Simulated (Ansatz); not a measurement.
C2H5BS (`CB1CS1`) at its PBE0-D4/def2-TZVP geometry, where that method's forces vanish. Charge 0, multiplicity 1.

```xyz
9

C    -0.4937    0.6655    1.1566
B    -0.1482   -0.2815   -0.0115
C     0.6793   -0.5042   -1.2846
S    -0.4867   -1.8446   -0.7238
H    -1.2343    0.2628    1.8476
H     0.4159    0.9073    1.7170
H    -0.8619    1.6188    0.7622
H     1.7289   -0.7821   -1.2354
H     0.4008   -0.0421   -2.2281
```

Question: What forces (eV/Å) does ωB97M-V/def2-TZVPP give on these atoms in the Gaussian-basis code of Ansatz? (An estimate is asked.)

Answer: Computed: 
```
C1  -0.027  0.107  0.115
B2   0.010 -0.010 -0.021
C3   0.136  0.060 -0.137
S4  -0.057 -0.083  0.014
H5   0.059  0.029 -0.057
H6  -0.070 -0.022 -0.043
H7   0.027 -0.075  0.029
H8  -0.104  0.033  0.002
H9   0.025 -0.039  0.098
```
